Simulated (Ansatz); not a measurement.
Reaction (redistribution): `[SiH3][O][In]([SH])[Br]` + `[CH3][In]([OH])[F]` → `[F][In]([SH])[O][SiH3]` + `[CH3][In]([OH])[Br]`

Program: Ansatz. Geometries: PBE0-D4/def2-TZVP. ΔE: electronic, gas phase. CCSD(T)/CBS adds triple-zeta CCSD(T) − MP2 to the extrapolated MP2 energy (def2 sets, frozen cores). DFT in def2-TZVPP. B3LYP here is the variant with VWN-RPA as its local correlation; programs differ in this. def2 core potentials past Kr. For Br, In outer-core shells are correlated without core-valence functions, which leaves a few kJ/mol of doubt a bond. Scalar relativity is left out up to krypton. Each species was taken in one conformer, which may not be the lowest.

```json
{"level": "PBE-D4", "ΔE (eV)": "-0.02"}
{"level": "ωB97X-V", "ΔE (eV)": "-0.04"}
{"level": "B3LYP", "ΔE (eV)": "-0.04"}
{"level": "CCSD(T)/def2-TZVPP", "ΔE (eV)": "-0.02"}
```

(1) What does CCSD(T)/CBS give? (Estimate.)

Largest T1 diagnostic among the species: 0.016.

Results:

(1) Ansatz gave: -0.01 eV. The listed levels differ from it by -0.01, -0.03, -0.03, -0.01 eV.

In def2-TZVPP, CCSD(T) changes the Hartree–Fock value by +0.05 eV (the triples alone add +0.01 eV) and MP2 by +0.06 eV.
